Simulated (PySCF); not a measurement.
Species: Si5H12.
InChI=1S/H12Si5/c1-5(2,3)4/h1-4H3

The closed-shell ground state was solved at several levels (PySCF, density fitting, gas phase, non-relativistic). Isolated species at its PBE0-D3(BJ)/def2-TZVP geometry, gas phase.

```csv
level,basis functions,total energy (Eh),HOMO (eV),LUMO (eV),gap (eV),dipole (D)
KT3/pcSseg-2,383,-1466.3816,-7.08,-1.16,5.92,0.05
wB97X-D/pcSseg-2,383,-1454.7343,-9.78,1.30,11.08,0.05
PBE0/pcSseg-2,383,-1454.1262,-8.04,-0.38,7.66,0.05
```

Problem. What might B97-2/pcSseg-2 (383 basis functions) give for the same quantities?

Solution. Total energy -1454.8165 Eh, HOMO -7.82 eV, LUMO -0.37 eV, gap 7.45 eV, dipole 0.05 D.

Problem. Over all these levels, which gives the widest orbital gap and which the narrowest?

Solution. wB97X-D/pcSseg-2 (range-separated hybrid) has the widest, 11.08 eV, and KT3/pcSseg-2 (GGA) the narrowest, 5.92 eV. From the narrowest to the widest the HOMO moves by -2.70 eV and the LUMO by +2.46 eV.

Problem. In the pcSseg-2 basis, how does the gap go with the fixed share of exact exchange?

Solution. KT3 (0 %) 5.92 eV; B97-2 (21 %) 7.45 eV; PBE0 (25 %) 7.66 eV. Each rise in the share widens the gap here.

Problem. How far do the dipole and the HOMO energy spread over the levels?

Solution. The dipole runs from 0.05 to 0.05 D (mean 0.05 D) and the HOMO from -9.78 to -7.08 eV.

wB97X-D is run here without its empirical dispersion term; that term would change no orbital, density or response property at a fixed geometry.
